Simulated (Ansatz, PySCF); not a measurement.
System: CH2NO, net charge 1, singlet state. SMILES: O=C=[NH2+]
Geometry: optimised at B3LYP-D3(BJ)/def2-TZVP (Ansatz, an electronic-structure program).

Unscaled harmonic wavenumbers (cm⁻¹) in rising order, each level at the stationary point that it reaches from this structure (no distance between atoms moves by over 0.3 Å); the order of modes can differ between levels, and a negative number is imaginary. B3LYP-D3(BJ)/def2-TZVP (PySCF, at the structure above): 474, 497, 588, 1120, 1229, 1571, 2419, 3427, 3521.

HF/3-21G (Ansatz): 539, 623, 911, 1291, 1294, 1750, 2520, 3557, 3644. Zero-point energy 23.1 against 21.2 kcal/mol; where all levels lie over 400 cm⁻¹, the wavenumbers are on average 1.153 times those of B3LYP-D3(BJ)/def2-TZVP.

HF/6-31G* (Ansatz): 518, 562, 640, 1246, 1309, 1725, 2622, 3661, 3775. Zero-point energy 23.0 against 21.2 kcal/mol; where all levels lie over 400 cm⁻¹, the wavenumbers are on average 1.090 times those of B3LYP-D3(BJ)/def2-TZVP.

B3LYP/6-31G* (Ansatz): 461, 500, 567, 1127, 1232, 1590, 2423, 3443, 3537. Zero-point energy 21.3 against 21.2 kcal/mol; where all levels lie over 400 cm⁻¹, the wavenumbers are on average 0.997 times those of B3LYP-D3(BJ)/def2-TZVP.
